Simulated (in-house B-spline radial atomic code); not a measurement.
How numerical settings move a run on the nickel ion Ni²⁺, [Ar] 3d8. Computed with an all-electron radial atomic-structure program (B-spline basis): scalar-relativistic (X2C) OLYP, spin-polarised, spherical fractional occupations, Fermi nucleus of rms radius 3.7757 fm.

Command:
```bash
python run_scf.py task.json out
```
Settings of the sound reference run:
```
Z                28
electrons        26
configuration    [Ar] 3d8
hamiltonian      x2c
method           optx,lyp
spin_polarised   True
nucleus          fermi
rms_radius       3.7757
mass_number      58
atomic_mass      57.93534
speed_of_light   137.036
knot_spacing     0.22
spline_order     8
gauss_points     12
box_radius       22.22
max_iterations   70
damping          0.5
damped_steps     3
diis_vectors     10
tolerance        1e-08
start            Thomas-Fermi
```

Time taken, with all properties: 0.43 s on 1 thread of Arm Neoverse N1 (shared host).

It converges in 10 iterations to -1520.010849 hartree, with 3d down at -27.1297 eV. The other runs change the listed settings, some to values that make no sense; their results aren't properties of the atom or ion. Radii are in bohr (the nuclear one in fm), a minus after a letter asks for a j subshell, and «unchanged» means within 1e-8 hartree. The run stops when the residual is below 10 × tolerance × max(1, Z/10), or a noise floor if that is larger, and the energy moves by less than 1e-8 × √|E| hartree; so very loose and very tight tolerances often act alike.

```tsv
changed settings	outcome
damped_steps = 30	converged in 20 iterations, energy unchanged, 3d down level -6.7e-06 eV
box_radius = 1.33	converged in 8 iterations, energy +1.54e+01 hartree from the reference, 3d down level +8.8e+01 eV (the program warns: 3d down has a positive eigenvalue: unbound, held by the box; 3d up has a positive eigenvalue: unbound, held by the box)
max_iterations = 50, damped_steps = 0, tolerance = 1e-13	converged in 10 iterations, energy unchanged, 3d down level -9.0e-06 eV
damped_steps = 8	converged in 14 iterations, energy unchanged, 3d down level -8.9e-06 eV
spline_order = 5	converged in 10 iterations, energy +1.50e-05 hartree from the reference, 3d down level -1.2e-05 eV
box_radius = 4.44	converged in 10 iterations, energy +4.70e-03 hartree from the reference, 3d down level +2.2e-01 eV (the program warns: 3d down reaches the box edge; 3p up reaches the box edge)
spline_order = 6	converged in 10 iterations, energy -1.93e-08 hartree from the reference, 3d down level +3.7e-06 eV
box_radius = 0.89	converged in 8 iterations, energy +9.11e+01 hartree from the reference, 3d down level +3.0e+02 eV (the program warns: 3d down has a positive eigenvalue: unbound, held by the box; 3s up has a positive eigenvalue: unbound, held by the box)
box_radius = 44.44	converged in 10 iterations, energy unchanged, 3d down level -4.7e-07 eV
box_radius = 4.44, max_iterations = 3	not converged after 3 iterations, last residual 3.6e-02, last energy +3.51e-02 hartree from the reference
spline_order = 3	converged in 10 iterations, energy +3.29e-02 hartree from the reference, 3d down level -5.7e-03 eV
damped_steps = 0	converged in 9 iterations, energy unchanged, 3d down level +2.5e-05 eV
spline_order = 10	converged in 10 iterations, energy -1.60e-06 hartree from the reference, 3d down level -6.5e-06 eV
gauss_points = 4, first_knot = 0.107, max_iterations = 75, start = bare nucleus	converged in 12 iterations, energy +1.50e+03 hartree from the reference, 3d down level +2.4e+01 eV (the program warns: 3d down reaches the box edge; 3s up has a positive eigenvalue: unbound, held by the box)
gauss_points = 3, box_radius = 3.33, max_iterations = 5, damped_steps = 8	not converged after 5 iterations, last residual 2.1e+02, last energy -2.16e+04 hartree from the reference
spline_order = 7	converged in 10 iterations, energy -1.92e-06 hartree from the reference, 3d down level -7.4e-06 eV
electrons = 27, configuration = [Ar] 3d8 4s-1, max_iterations = 100	stopped with error: j subshells need the Dirac Hamiltonian and l > 0
```

Question: What happens with box_radius = 6.67?

Answer: Converged in 10 iterations, energy +2.06e-05 hartree from the reference, 3d down level +1.9e-03 eV (the program warns: 3d down reaches the box edge; 3d up reaches the box edge).

Question: What happens with box_radius = 2.22?

Answer: Converged in 9 iterations, energy +9.23e-01 hartree from the reference, 3d down level +1.3e+01 eV (the program warns: 3d down reaches the box edge; 3s up reaches the box edge).

Question: What happens with knot_spacing = 0.1, gauss_points = 4, max_iterations = 5?

Answer: Not converged after 5 iterations, last residual 7.0e+00, last energy +9.76e+02 hartree from the reference.

Question: What happens with box_radius = 11.11?

Answer: Converged in 10 iterations, energy -1.94e-07 hartree from the reference.
